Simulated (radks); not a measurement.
Question: Coherent X-ray form factor from a spherical all-electron density. All-electron calculation, Dirac Kohn-Sham, PBE, spin-unpolarised, spherical densities, finite nucleus; Fermi nuclear charge, rms radius of each element as measured or else 0.836 A^(1/3) + 0.57 fm. Program: a radial shooting solver on a logarithmic mesh with Libxc functionals.

| sin(theta)/lambda (1/angstrom) | f0 (electrons) |
|---|---|
| 0.05 | 70.750 |
| 0.1 | 67.786 |
| 0.15 | 64.301 |
| 0.2 | 60.797 |
| 0.25 | 57.346 |
| 0.3 | 53.966 |
| 0.4 | 47.630 |
| 0.5 | 42.114 |
| 0.6 | 37.428 |
| 0.8 | 29.988 |
| 1 | 24.514 |
| 1.25 | 19.887 |
| 1.5 | 17.009 |
| 2 | 13.475 |

The species is in the configuration that NIST lists as its ground one. Which atom or ion scatters so?

Answer: Neutral hafnium, [Xe] 4f14 5d2 6s2. Extrapolating in s^2 from the first two rows gives f0(0) = 71.7, near the electron count 72; among species with that count, the fall with angle is slower the higher Z, and the table is that of Z = 72; from so few rows the species is fixed only to a neighbour or two.
